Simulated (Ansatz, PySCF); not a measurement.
FH7O2Si3, SMILES F[SiH](O[SiH3])O[SiH3].

Geometry optimised at PBE0-D3(BJ)/def2-SVP. The values are those of a single conformer.

Vertical ionisation energy (IE) and electron affinity (EA) in eV. Rows of orbital energies are one-electron estimates. Where ΔSCF, EOM or ADC give a negative EA the extra electron is unbound and the value depends on the basis.

| level | IE | EA |
|---|---|---|
| −ε(HOMO), −ε(LUMO), M06-2X/def2-TZVP (PySCF) | 10.44 | -0.50 |
| −ε(HOMO), −ε(LUMO), PBE/def2-TZVP (PySCF) | 7.58 | 1.10 |
| ΔSCF, PBE0/def2-SVPD (Ansatz), final states of multiplicity 2 and 2 | 10.82 | -1.03 |
| ΔSCF, PBE/def2-SVPD (Ansatz), final states of multiplicity 2 and 2 | 10.14 | -0.77 |

### Question
What vertical singlet–triplet gap does ΔSCF give with PBE0/def2-SVPD (Ansatz, an electronic-structure program) and with PBE/def2-SVPD (Ansatz)? (An estimate is asked for; the answer gives what the named calculation found.)

### Answer
7.17 and 6.39 eV (triplet above singlet where positive).
